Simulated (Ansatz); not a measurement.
Consider the atomization: `O/C(Cl)=N/[SiH3]` → C• + Cl• + 4 H• + N• + O• + Si•.

Isolated molecules relaxed with PBE0-D4/def2-TZVP in Ansatz; ΔE leaves out vibrations. CCSD(T)/CBS adds triple-zeta CCSD(T) − MP2 to the extrapolated MP2 energy (def2 sets, frozen cores). This one scheme is used for every species, atoms too. For atomizations the MP2-based limit and the directly extrapolated one differ by several kJ/mol either way, and by 10 to 25 for some Ge, Se and Sn compounds, so smaller differences from it don't rank the levels. DFT in def2-TZVPP. HSE06 is defined as in plane-wave codes. Open shells (•) are unrestricted, without spin–orbit coupling. Spin–orbit coupling would lower the free atoms: a little for C, Cl, O, Si. Each species was taken in one conformer, which may not be the lowest.

CCSD(T)/CBS gives +3175.8 kJ/mol.

Another level gave +3170.2 kJ/mol. Which?
A. revPBE-D4/def2-TZVPP
B. BLYP/def2-TZVPP
C. ωB97X-V/def2-TZVPP
D. HSE06/def2-TZVPP

D. HSE06 3170.2, revPBE-D4 3188.9, ωB97X-V 3200.3, BLYP 3158.2 kJ/mol.

Largest T1 diagnostic among the species: 0.013.

From PBE to PBE0 (25 % exact exchange), in def2-TZVPP and without D4, ΔE moves by −95.0 kJ/mol: exact exchange takes away binding that semilocal exchange gives to molecules. Leaving LDA and LC-ωPBE aside and taking each functional with its dispersion term where it has one, the values, not all of them listed here, spread over 237.8 kJ/mol, from BHLYP-D4 to PBE-D4. LDA lies +474.8 kJ/mol from PBE without D4, its usual overbinding.
